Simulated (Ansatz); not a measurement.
`O=C=N[Si](F)(F)F` and `C[Si](F)(F)N=C=O` differ in one atom or group.

Ansatz, PBE0-D4/def2-TZVP geometries, multiplicity 1. Each molecule was computed in one conformer, which needn't be the lowest.

```
                                        property  `O=C=N[Si](F)(F)F`
            HOMO–LUMO gap (PBE0/def2-TZVPP) / eV                9.96
size of the dipole moment (B3LYP/def2-TZVPP) / D                0.15
  size of the dipole moment (PBE/def2-TZVPP) / D                0.16
               LUMO energy (PBE/def2-TZVPP) / eV               -0.98
         HOMO–LUMO gap (ωB97M-V/def2-TZVPP) / eV               14.30
           HOMO–LUMO gap (B3LYP/def2-TZVPP) / eV                9.42
```

Problem. Give the same properties after the change, and the shifts. (Estimate.)

Solution. Computed: 
| property | `C[Si](F)(F)N=C=O` | shift |
| --- | --- | --- |
| HOMO–LUMO gap (PBE0/def2-TZVPP) / eV | 9.71 | -0.25 |
| size of the dipole moment (B3LYP/def2-TZVPP) / D | 2.52 | 2.37 |
| size of the dipole moment (PBE/def2-TZVPP) / D | 2.44 | 2.28 |
| LUMO energy (PBE/def2-TZVPP) / eV | -0.66 | 0.32 |
| HOMO–LUMO gap (ωB97M-V/def2-TZVPP) / eV | 13.81 | -0.49 |
| HOMO–LUMO gap (B3LYP/def2-TZVPP) / eV | 9.20 | -0.22 |

With PBE0 the HOMO rises by 0.54 eV and the LUMO rises by 0.31 eV, so the gap narrows by about 0.23 eV. PBE moves the HOMO by 0.51 eV and ωB97M-V by 0.53 eV. Dipoles are sizes alone; their direction can turn.

B3LYP here is the variant with VWN-RPA as its local correlation; programs differ in this.
